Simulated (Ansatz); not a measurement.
The pair A = C2H2 (SMILES C#C) (first 4 atoms), B = C2H6 (SMILES CC); geometry from B3LYP-D3(BJ)/def2-TZVP.
(charge 0, multiplicity 1):
| atom | x (Å) | y (Å) | z (Å) |
|---|---|---|---|
| C | 0.4223 | -0.2433 | -0.5811 |
| C | -0.3359 | 0.0052 | 0.3111 |
| H | 1.0955 | -0.4638 | -1.3733 |
| H | -1.0057 | 0.2247 | 1.1064 |
| C | -0.7566 | 0.2614 | 3.9773 |
| C | 0.7148 | -0.1424 | 3.9538 |
| H | -0.9190 | 1.2031 | 3.4476 |
| H | -1.1176 | 0.3978 | 4.9985 |
| H | -1.3854 | -0.5003 | 3.5102 |
| H | 1.0735 | -0.2780 | 2.9321 |
| H | 0.8747 | -1.0808 | 4.4883 |
| H | 1.3399 | 0.6178 | 4.4262 |

Correlated levels freeze the cores.

The values were computed with Ansatz (a program for electronic structure) with Gaussian orbitals. Values without a source in brackets are computed.

Total energies (hartree), monomers frozen at their geometry in the pair:

```tsv
structure	HF/aug-cc-pVDZ	PBE/def2-TZVPPD	CCSD(T)/aug-cc-pVDZ
AB	-156.0653646	-156.9856582	-156.7187509
A in the pair's basis	-76.8288843	-77.2522688	-77.1197173
B in the pair's basis	-79.2374420	-79.7328333	-79.5977945
A	-76.8286752	-77.2521987	-77.1189243
B	-79.2372583	-79.7328088	-79.5971481
```

Question: Work out the interaction energy without and with the counterpoise correction, and the superposition error, for each level.

Answer: 
E(AB) − E(A) − E(B), times 627.509 kcal/mol, with the monomers in their own basis and then in the pair's basis:
- HF/aug-cc-pVDZ: 0.36 uncorrected, 0.60 corrected; the monomers gain 0.25 kcal/mol from borrowed functions
- PBE/def2-TZVPPD: -0.41 uncorrected, -0.35 corrected; the monomers gain 0.06 kcal/mol from borrowed functions
- CCSD(T)/aug-cc-pVDZ: -1.68 uncorrected, -0.78 corrected; the monomers gain 0.90 kcal/mol from borrowed functions
